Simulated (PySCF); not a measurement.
SbF5, SMILES [F][Sb]([F])([F])([F])[F].

The structure is a stationary point at PBE-D3(BJ)/def2-SVP. The isomer is the one that the SMILES or the coordinates give; other isomers of the formula were not compared. The def2 effective core potentials stand for the cores of Sb; spin–orbit coupling is left out.

Computed with PBE-D3(BJ)/def2-SVP in PySCF 2.14.0.

Frequencies are harmonic and unscaled.

Modes within 1.5 cm⁻¹ of each other (mostly degenerate sets) share a row, with their intensities summed.

```
mode   ν (cm⁻¹)  IR (km/mol)  moving atoms (share of kinetic energy)
-----  --------  -----------  --------------------------------------
1–2          72          3.0                                  F 99 %
3–4         229         76.8                         F 77 %, Sb 23 %
5–6         245          0.0                                 F 100 %
7           252         39.4                         F 80 %, Sb 20 %
8           601          0.0                                 F 100 %
9           612          0.0                                 F 100 %
10–12       676        203.3                         F 80 %, Sb 20 %
```
